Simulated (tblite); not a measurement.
Species: C5H4ClS (doublet state).
Atom-mapped SMILES: `[CH2:1][c:2]1[cH:3][cH:4][c:5]([Cl:6])[s:7]1` (hydrogens: H8, H9 on C1; H10 on C3; H11 on C4)

A start from a force field or distance geometry was refined with GFN2-xTB geometry optimisation, gas phase in tblite 0.8.0. Values at the start:

```json
{"coordinate": "C1–C2", "start": "1.498 Å"}
{"coordinate": "C1–H8", "start": "1.098 Å"}
{"coordinate": "C1–H9", "start": "1.089 Å"}
{"coordinate": "C2–C3", "start": "1.356 Å"}
{"coordinate": "C2–S7", "start": "1.749 Å"}
{"coordinate": "C3–C4", "start": "1.335 Å"}
{"coordinate": "C3–H10", "start": "1.114 Å"}
{"coordinate": "C4–C5", "start": "1.370 Å"}
{"coordinate": "C4–H11", "start": "1.097 Å"}
{"coordinate": "C5–Cl6", "start": "1.772 Å"}
{"coordinate": "C5–S7", "start": "1.842 Å"}
{"coordinate": "C1–C2–C3", "start": "125.4°"}
{"coordinate": "C2–C3–C4", "start": "116.3°"}
{"coordinate": "C2–S7–C5", "start": "88.2°"}
{"coordinate": "C3–C2–S7", "start": "111.8°"}
{"coordinate": "C3–C4–C5", "start": "114.3°"}
{"coordinate": "C4–C5–Cl6", "start": "124.1°"}
{"coordinate": "C4–C5–S7", "start": "109.2°"}
{"coordinate": "Cl6–C5–S7", "start": "126.7°"}
```

Question: How do these coordinates change at the GFN2-xTB level?

Answer: 
```tsv
coordinate	GFN2-xTB (Å or °)	change
C1–C2	1.354	-0.144
C5–S7	1.734	-0.108
C5–Cl6	1.703	-0.069
C2–C3	1.415	+0.059
C3–C4	1.382	+0.047
C3–H10	1.074	-0.040
C2–S7	1.774	+0.025
C1–H8	1.075	-0.023
C4–H11	1.075	-0.022
C1–H9	1.074	-0.015
C4–C5	1.380	+0.010
Cl6–C5–S7	121.2	-5.5
C4–C5–S7	112.7	+3.5
C1–C2–C3	128.6	+3.2
C2–S7–C5	90.8	+2.6
C2–C3–C4	113.9	-2.4
C3–C2–S7	109.5	-2.3
C4–C5–Cl6	126.1	+2.0
C3–C4–C5	113.1	-1.2
```

The energy falls by 0.982 eV over 40 L-BFGS steps, the largest force on an atom goes from 4.71 to 0.007 eV/Å, and the atoms move by 0.153 Å rms after alignment. The bond that changes most is C1–C2 (ends: carbon bonded to C and 2 H; carbon bonded to 2 C and S), which shortens by 0.144 Å. Bonds longer at the end by more than 0.005 Å: 4 of 11; shorter: 7. Among the dihedrals that turn most is H9–C1–C2–S7, from -27° to 0°. Rotational constants go from 5000, 1137, 927.3 to 4989, 1224, 982.8 MHz.

The run took 0.25 s wall on an Arm Neoverse V1 with one thread, shared host.

Its GFN2-xTB frequencies are all real (lowest 110 cm⁻¹).

These are computed values.
